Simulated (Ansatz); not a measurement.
Ge₂O₂, relaxed as a singlet with RKS PBE-D4/def2-SVP in Ansatz, starting from the GFN1-xTB geometry. Force threshold 0.02 eV/Å.

The structure comes from a short search, and lower isomers may exist.

Start:

```xyz
4

Ge   -0.8835    0.5061   -0.6753
Ge    0.8507   -0.5487    0.6849
O     1.8913   -1.4628   -0.1468
O    -1.8586    1.5053    0.1373
```

(1) Estimate the energy that the relaxation releases and the steps that it takes.

(2) Does the start keep its bonding and symmetry?

(3) Predict the relaxed structure.

Answers

(1) 2.64 eV, in 15 steps; 10 s on 4 threads of Arm Neoverse V2 on a shared host. No frequencies were taken in this run, so the end may be a saddle point.

(2) Bonds formed: Ge1–O3, Ge2–O4 (atoms count from 1). Point group C2 at the start, D2h at the end, both within 0.05 Å.

(3) 
Cartesian coordinates in Å:
```
Ge -0.665 0.272 -1.149
Ge 0.666 -0.271 1.149
O 0.794 -0.752 -0.638
O -0.795 0.752 0.638
```
Bond lengths: 4 × Ge–O 1.86 Å; 1 × Ge–Ge 2.71 Å.
